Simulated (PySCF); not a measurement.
C6H7F3O2.
Numbering: `[F:1][C:2]([F:3])([F:4])[C@H:5]1[O:6][CH2:7][C:8]12[CH2:9][O:10][CH2:11]2` (hydrogens: H12 on C5; H13, H14 on C7; H15, H16 on C9; H17, H18 on C11)

Theory: PySCF 2.14.0, PBE0-D3(BJ)/def2-SVP geometry optimisation, gas phase.

Task: List the bond lengths, angles and torsions at this level.

Result: 
```csv
bond,length (Å),order
"F1–C2, C2–F3",1.332,single
C2–F4,1.339,single
C2–C5,1.515,single
C5–O6,1.414,single
O6–C7,1.431,single
C7–C8,1.530,single
C8–C9,1.531,single
C9–O10,1.424,single
O10–C11,1.421,single
C5–C8,1.532,single
C8–C11,1.530,single
C5–H12,1.105,single
C7–H13,1.103,single
C7–H14,1.104,single
C9–H15,1.104,single
C9–H16,1.102,single
C11–H17,1.106,single
C11–H18,1.105,single
```

Bonds in one row agree within 0.01 Å and their mean is given. Orders are formal, as drawn. A selection of angles:
```csv
angle,degrees
F1–C2–F3,107.9
F1–C2–C5,111.3
F4–C2–C5,110.0
C2–C5–O6,111.2
C2–C5–C8,116.0
C2–C5–H12,107.5
O6–C5–C8,92.4
O6–C5–H12,113.3
C8–C5–H12,116.0
C5–O6–C7,91.8
O6–C7–C8,91.8
O6–C7–H13,112.2
O6–C7–H14,112.0
C8–C7–H13,115.8
C8–C7–H14,114.6
H13–C7–H14,109.4
C7–C8–C9,123.8
C7–C8–C11,122.3
C9–C8–C11,83.9
C5–C8–C7,83.7
C5–C8–C9,126.1
C5–C8–C11,122.3
C8–C9–O10,91.9
C8–C9–H15,114.6
C8–C9–H16,115.5
O10–C9–H15,112.8
O10–C9–H16,112.4
H15–C9–H16,108.8
C9–O10–C11,91.9
O10–C11–H17,112.6
O10–C11–H18,112.9
C8–C11–O10,92.1
C8–C11–H17,114.5
C8–C11–H18,115.3
H17–C11–H18,108.7
```

Dihedral angles: F1–C2–C5–O6 63° (synclinal); C2–C5–O6–C7 114° (anticlinal); C5–O6–C7–C8 5° (synperiplanar); O6–C7–C8–C9 -134° (anticlinal); C7–C8–C9–O10 -122° (anticlinal); C8–C9–O10–C11 -3° (synperiplanar); C9–O10–C11–C8 3° (synperiplanar); C2–C5–C8–C7 -111° (anticlinal); C7–C8–C11–O10 124° (anticlinal).

O10 (cyclic ether oxygen) is bent (angle 91.9°). O6 (cyclic ether oxygen) is bent (angle 91.8°). Of the pairs four or more bonds apart, F4···H16 is among the closest relative to their van der Waals radii: 2.50 Å, 94 % of the sum of Bondi's values. The 4-membered ring C8–C9–O10–C11 has internal angles of 83.9° to 92.1°; it is almost planar, 0.02 Å rms from its mean plane, widest ring torsion 3°. The 4-membered ring C5–O6–C7–C8 has internal angles of 83.7° to 92.4°; it is almost planar, 0.03 Å rms from its mean plane, widest ring torsion 5°.

Point group: C1 (no symmetry element, even within 0.4 Å). Whether it is a minimum is left open (no frequencies).
